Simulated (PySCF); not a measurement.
Si(F)(Cl)(Et)(OH) (C2H6ClFOSi), SMILES CC[Si](O)(F)Cl.

The structure is a stationary point at B3LYP-D3(BJ)/def2-SVP. One conformer was computed; it need not be the lowest.

Two levels are set side by side: TDDFT-PBE/def2-SVPD (PySCF) and TDDFT-PBE0/def2-SVPD (PySCF). Vertical, same geometry. The lowest singlet is HOMO→LUMO 99 % with PBE and HOMO→LUMO 88 % with the other functional; states are paired by order. Differences are taken from unrounded values.

```
quantity                               TDDFT-PBE0
-------------------------------------  ----------
lowest singlet excitation (eV)               8.03
lowest triplet excitation (TDA) (eV)         7.74
first bright state (f over 0.05) (eV)        8.03
its oscillator strength                      0.08
```

Question: What does TDDFT-PBE give, and how far is it from TDDFT-PBE0? (An estimate is asked for; the answer gives what the named calculation found.)

Answer: 
```json
[
 {"quantity": "lowest singlet excitation (eV)", "TDDFT-PBE": "7.06", "TDDFT-PBE minus TDDFT-PBE0": "-0.97"},
 {"quantity": "lowest triplet excitation (TDA) (eV)", "TDDFT-PBE": "6.87", "TDDFT-PBE minus TDDFT-PBE0": "-0.87"},
 {"quantity": "first bright state (f over 0.05) (eV)", "TDDFT-PBE": "7.06", "TDDFT-PBE minus TDDFT-PBE0": "-0.97"},
 {"quantity": "its oscillator strength", "TDDFT-PBE": "0.06", "TDDFT-PBE minus TDDFT-PBE0": "-0.02"}
]
```

Functionals without exact exchange tend to place singlet excitations lower, as here. Differences between two approximate levels are no errors against the true value.

Rough cost on one machine, each run with all the roots and properties that it gave: TDDFT-PBE0 against TDDFT-PBE about 5 times.
